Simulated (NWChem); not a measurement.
All runs are NWChem calculations. System: H₆BN, charge 0, spin multiplicity 1, displaced from the optimised geometry. Level: MP2/cc-pVDZ, 2 core orbitals frozen, spin-restricted.

NWChem printed:

```
             Northwest Computational Chemistry Package (NWChem) 7.3.0
             --------------------------------------------------------

                                NWChem Input Module
                                -------------------

 Scaling coordinates for geometry "geometry" by  1.889725989
 (inverse scale =  0.529177249)

                             Geometry "geometry" -> ""
                             -------------------------

 Output coordinates in angstroms (scale by  1.889725989 to convert to a.u.)

  No.       Tag          Charge          X              Y              Z
 ---- ---------------- ---------- -------------- -------------- --------------
    1 B                    5.0000     0.92495200    -0.07034700     0.00000000
    2 N                    7.0000    -0.72407200     0.05507200     0.00000000
    3 H                    1.0000     1.33177400     1.08254400     0.00000000
    4 H                    1.0000     1.19749000    -0.68299600    -1.02228500
    5 H                    1.0000     1.15661000    -0.59109900     0.86894300
    6 H                    1.0000    -1.05821300     0.55836700     0.82533900
    7 H                    1.0000    -1.16658400    -0.86705300     0.00000000
    8 H                    1.0000    -1.05821300     0.55836700    -0.82533900

 Effective nuclear repulsion energy (a.u.)      40.9481610234

            Nuclear Dipole moment (a.u.)
            ----------------------------
        X                 Y               Z
 ---------------- ---------------- ----------------
    -0.0772519984     0.1736639286    -0.2897743625


 Summary of "ao basis" -> "" (spherical)
 ------------------------------------------------------------------------------
       Tag                 Description            Shells   Functions and Types
 ---------------- ------------------------------  ------  ---------------------
 *                          cc-pvdz                   on all atoms

 Summary of "ao basis" -> "ao basis" (spherical)
 ------------------------------------------------------------------------------
       Tag                 Description            Shells   Functions and Types
 ---------------- ------------------------------  ------  ---------------------
 B                          cc-pvdz                  6       14   3s2p1d
 N                          cc-pvdz                  6       14   3s2p1d
 H                          cc-pvdz                  3        5   2s1p

                                 NWChem SCF Module
                                 -----------------

  ao basis        = "ao basis"
  functions       =    58
  atoms           =     8
  closed shells   =     9
  open shells     =     0
  charge          =   0.00
  wavefunction    = RHF
  use symmetry    = F
  symmetry adapt  = F

 Summary of "ao basis" -> "ao basis" (spherical)
 ------------------------------------------------------------------------------
       Tag                 Description            Shells   Functions and Types
 ---------------- ------------------------------  ------  ---------------------
 B                          cc-pvdz                  6       14   3s2p1d
 N                          cc-pvdz                  6       14   3s2p1d
 H                          cc-pvdz                  3        5   2s1p

 Forming initial guess at       0.0s

      Superposition of Atomic Density Guess
      -------------------------------------

 Sum of atomic energies:         -81.82864385

      Non-variational initial energy
      ------------------------------

 Total energy =     -83.024108
 1-e energy   =    -189.295424
 2-e energy   =      65.323156
 HOMO         =      -0.386228
 LUMO         =       0.064066

 Starting SCF solution at       0.3s

 ----------------------------------------------
         Quadratically convergent ROHF

 Convergence threshold     :          1.000E-07
 Maximum no. of iterations :          100
 Final Fock-matrix accuracy:          1.000E-09
 ----------------------------------------------

              iter       energy          gnorm     gmax       time
             ----- ------------------- --------- --------- --------
                 1      -82.5642863395  6.72D-01  2.07D-01      0.4
[...]
    18      0.401982  2 N  px                21      0.262436  2 N  px
    39     -0.244529  5 H  s                  4     -0.238166  1 B  px
    17      0.179609  2 N  s

 Vector    8  Occ=2.000000D+00  E=-4.257988D-01
              MO Center=  1.0D+00, -8.6D-02,  1.0D-02, r^2= 1.8D+00
   Bfn.  Coefficient  Atom+Function         Bfn.  Coefficient  Atom+Function
  ----- ------------  ---------------      ----- ------------  ---------------
     6      0.329365  1 B  pz                39      0.328468  5 H  s
    29     -0.217208  3 H  s                 34     -0.217200  4 H  s
     5     -0.186776  1 B  py                40      0.175074  5 H  s

 Vector    9  Occ=2.000000D+00  E=-4.019977D-01
              MO Center=  1.1D+00,  9.4D-02, -3.1D-01, r^2= 1.8D+00
   Bfn.  Coefficient  Atom+Function         Bfn.  Coefficient  Atom+Function
  ----- ------------  ---------------      ----- ------------  ---------------
     5      0.318273  1 B  py                29      0.309580  3 H  s
    34     -0.309585  4 H  s                 30      0.203609  3 H  s
    35     -0.203615  4 H  s                  6      0.184290  1 B  pz

 Vector   10  Occ=0.000000D+00  E= 1.368436D-01
              MO Center= -1.1D+00,  7.7D-02,  1.8D-02, r^2= 4.0D+00
   Bfn.  Coefficient  Atom+Function         Bfn.  Coefficient  Atom+Function
  ----- ------------  ---------------      ----- ------------  ---------------
    17      1.292794  2 N  s                  3      1.036034  1 B  s
    45     -0.743483  6 H  s                 50     -0.743461  7 H  s
    55     -0.714529  8 H  s                 40     -0.390242  5 H  s
    21     -0.378564  2 N  px                30     -0.296281  3 H  s
    35     -0.296276  4 H  s

 Vector   11  Occ=0.000000D+00  E= 2.155034D-01
              MO Center= -1.2D+00, -2.3D-01,  5.5D-01, r^2= 3.8D+00
   Bfn.  Coefficient  Atom+Function         Bfn.  Coefficient  Atom+Function
  ----- ------------  ---------------      ----- ------------  ---------------
    45      1.463124  6 H  s                 50     -1.461827  7 H  s
    22     -0.775984  2 N  py                23     -0.450128  2 N  pz
    19     -0.254390  2 N  py

 Vector   12  Occ=0.000000D+00  E= 2.160444D-01
              MO Center= -1.1D+00,  4.1D-01, -5.7D-01, r^2= 3.8D+00
   Bfn.  Coefficient  Atom+Function         Bfn.  Coefficient  Atom+Function
  ----- ------------  ---------------      ----- ------------  ---------------
    55      1.667736  8 H  s                 45     -0.827769  6 H  s
    50     -0.830085  7 H  s                 23      0.777795  2 N  pz
    22     -0.448814  2 N  py                20      0.254119  2 N  pz
    40      0.199366  5 H  s                  9     -0.180790  1 B  pz

 center of mass
 --------------
 x =   0.02737112 y =   0.00336398 z =  -0.00940271

 moments of inertia (a.u.)
 ------------------
          23.828842364152           5.383160438694           0.780721512581
           5.383160438694         100.525445863031          -0.665306113118
           0.780721512581          -0.665306113118         101.596073370194

  Mulliken analysis of the total density
  --------------------------------------

    Atom       Charge   Shell Charges
 -----------   ------   -------------------------------------------------------
    1 B    5     4.94   2.00  0.52  0.22  1.60  0.50  0.10
    2 N    7     7.03   2.00  0.76  0.56  2.39  1.30  0.03
    3 H    1     1.15   0.75  0.39  0.01
    4 H    1     1.15   0.75  0.39  0.01
    5 H    1     1.15   0.83  0.30  0.02
    6 H    1     0.86   0.71  0.09  0.06
    7 H    1     0.86   0.71  0.09  0.06
    8 H    1     0.85   0.71  0.09  0.06

       Multipole analysis of the density wrt the origin
       ------------------------------------------------

     L   x y z        total         open         nuclear
     -   - - -        -----         ----         -------
     0   0 0 0     -0.000000      0.000000     18.000000

     1   1 0 0     -2.179760      0.000000     -0.077252
     1   0 1 0      0.091953      0.000000      0.173664
     1   0 0 1      0.127510      0.000000     -0.289774

     2   2 0 0    -12.078797      0.000000     57.471072
     2   1 1 0     -0.167558      0.000000     -2.980306
     2   1 0 1      0.305356      0.000000     -0.782591
     2   0 2 0    -11.838033      0.000000     12.174063
     2   0 1 1     -0.183195      0.000000      0.659166
     2   0 0 2    -11.680608      0.000000     11.293482

                   NWChem MP2 Semi-direct Energy/Gradient Module
                   ---------------------------------------------

  Basis functions       =     58
  Molecular orbitals    =     58
  Frozen core           =      2
  Frozen virtuals       =      0
  Active alpha occupied =      7
  Active beta occupied  =      7
  Active alpha virtual  =     49
  Active beta virtual   =     49
  Use MO symmetry       = F
  Use skeleton AO sym   = F

  AO/Fock/Back tols     =   1.0D-09  1.0D-09  1.0D-09

 GA uses MA = F    GA memory limited = T

 Available:
  local mem=  1.26D+08
 global mem=  1.44D+08
 local disk=  0.00D+00
  mp2_memr nvloc                    49
  nvloc new                    49
   1 passes of   7:        3145728                      15609                   2001192.
   1 passes of   7: M    126153954           G      144172472           F     123008226.

 Semi-direct pass number   1 of   1  for RHF alpha+beta  at        0.6s
  vrange nnbf                  1711
  mp2_eaftype                    10  avail_ma_in_mb                  1099
 EAF : mp2_eaftype filesize          10    1000596.
  mp2_eaf for mointskh                     10
Node 0 wrote      4.7 Mb in      0.0 s     Agg I/O rate:  2607.1 Mb/s
 Done moints_semi at        1.3s
  mp2_eaftype                    10  avail_ma_in_mb                  1089
 EAF : mp2_eaftype filesize          10    1000596.
  mp2_eaf for kh                    10
 Done maket at        1.3s
 Done multipass loop at        1.3s

          -------------------------------------------
          SCF energy                 -82.605393655420
          Correlation energy          -0.298171214224
          Singlet pairs               -0.206652726745
          Triplet pairs               -0.091518487479
          Total MP2 energy           -82.903564869644
          -------------------------------------------

          ---------------------------------------------------
                    Spin Component Scaled (SCS) MP2
          Same spin pairs                     -0.061012324986
          Same spin scaling factor             0.333333333333
          Opposite spin pairs                 -0.237158889238
          Opposite spin scaling fact.          1.200000000000
          SCS-MP2 correlation energy          -0.304928108747
          Total SCS-MP2 energy               -82.910321764167
          ---------------------------------------------------

 -----------------------
 Performance information
 -----------------------

 Timer overhead =  1.48D-07 seconds/call

               Nr. of calls         CPU time (s)                 Wall time (s)                GFlops
             ---------------    -------------------     ------------------------------   -------------------
Name         Min   Avg   Max    Min     Avg     Max     Min     Avg     Max   Mx/calls   Min     Max     Sum
mp2: moin     1     1     1   0.69    0.69    0.69     0.69    0.69    0.69    0.69      0.0     0.0     0.0
mp2: make     1     1     1   4.01E-2 4.01E-2 4.01E-2  4.01E-2 4.01E-2 4.01E-2 4.01E-2   0.0     0.0     0.0
mp2: tota     1     1     1   0.74    0.74    0.74     0.74    0.74    0.74    0.74      0.0     0.0     0.0

 The average no. of pstat calls per process was 3.00D+00
 with a timing overhead of 4.43D-07s

 Task  times  cpu:        1.3s     wall:        1.3s

 Total times  cpu:        1.3s     wall:        1.3s
```

**Question.** Write an NWChem input that would produce this output.

**Answer.** Several could match; the one computed here: 
```
start mol
memory heap 200 mb stack 900 mb global 1100 mb
geometry units angstroms nocenter noautoz noautosym
  B      0.924952    -0.070347     0.000000
  N     -0.724072     0.055072     0.000000
  H      1.331774     1.082544     0.000000
  H      1.197490    -0.682996    -1.022285
  H      1.156610    -0.591099     0.868943
  H     -1.058213     0.558367     0.825339
  H     -1.166584    -0.867053     0.000000
  H     -1.058213     0.558367    -0.825339
end
basis spherical
  * library cc-pvdz
end
scf
  rhf
  nopen 0
  maxiter 100
  thresh 1e-7
  semidirect memsize 60000000 filesize 0
end
mp2
  freeze core 2
end
task mp2 energy
```
